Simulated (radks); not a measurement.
All-electron atom: the calcium ion Ca+ in [Ar] 4s1. Calculated with a radial shooting solver on a logarithmic mesh with Libxc functionals: scalar-relativistic Kohn-Sham, LDA (Slater exchange, VWN5 correlation), spin-polarised, spherical densities, finite nucleus; open shells are filled with parallel spins first; Fermi nuclear charge, rms radius 3.4776 fm; hard spherical wall at 3 bohr.

Normalised radial functions P(r) = r R(r), r in bohr:

```
   r/bohr * 2p up (the largest magnitude, 1.68, reaches the edge; | marks zero)
 0.002505 *
 0.003134 *
 0.003921 *
 0.004906 *
 0.006186 *
  0.00774 *
 0.009683 |*
  0.01211 |*
  0.01516 | *
  0.01896 | *
  0.02372 |   *
  0.02968 |    *
  0.03743 |       *
  0.04682 |          *
  0.05858 |               *
  0.07329 |                     *
  0.09169 |                            *
   0.1147 |                                    *
   0.1435 |                                            *
   0.1795 |                                                  *
   0.2264 |                                                      *
   0.2833 |                                                     *
   0.3544 |                                                *
   0.4434 |                                      *
   0.5547 |                           *
   0.6939 |               *
   0.8682 |       *
    1.086 |  *
     1.37 |*
    1.714 *
    2.144 *
    2.682 *
```

2p up: eigenvalue -330.87 eV, 0 radial nodes, <r> = 0.329 bohr, 90 % of the charge inside 0.543 bohr.
